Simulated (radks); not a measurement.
The chlorine anion Cl-, [Ar], held by a Watson sphere: a shell of charge +1 at radius R that stands for the Madelung well of a crystal (potential energy -1/R inside, -1/r outside, in hartree with lengths in bohr). Method: non-relativistic Kohn-Sham, LDA (Slater exchange, Perdew-Wang correlation), spin-polarised, spherical densities, point nucleus; computed with a radial shooting solver on a logarithmic mesh with Libxc functionals. Response by self-consistent Sternheimer equations with the Hartree and adiabatic LDA kernel. The sphere does not respond.

| R (bohr) | e(2p) (eV) | e(3s) (eV) | e(3p) (eV) | <r> 3p (bohr) | sum of <r^2> (bohr^2) | X-ray form factor at sin(theta)/lambda = 0.2 1/angstrom | alpha (bohr^3) |
|---|---|---|---|---|---|---|---|
| 2.69 | -189.15 | -19.429 | -8.064 | 1.946 | 35.21 | 12.072 | 22.25 |
| 2.89 | -188.95 | -19.085 | -7.747 | 1.962 | 35.80 | 12.050 | 23.68 |
| 2.95 | -188.89 | -18.986 | -7.654 | 1.967 | 35.96 | 12.045 | 24.11 |
| 3.86 | -187.90 | -17.671 | -6.371 | 2.016 | 37.86 | 12.002 | 30.46 |
| 3.98 | -187.78 | -17.522 | -6.223 | 2.021 | 38.05 | 12.000 | 31.24 |
| 4.21 | -187.54 | -17.252 | -5.952 | 2.028 | 38.37 | 11.997 | 32.69 |
| 4.22 | -187.53 | -17.241 | -5.941 | 2.028 | 38.38 | 11.997 | 32.75 |
| 4.27 | -187.48 | -17.184 | -5.885 | 2.030 | 38.44 | 11.997 | 33.06 |
| 4.31 | -187.44 | -17.140 | -5.840 | 2.031 | 38.49 | 11.996 | 33.30 |
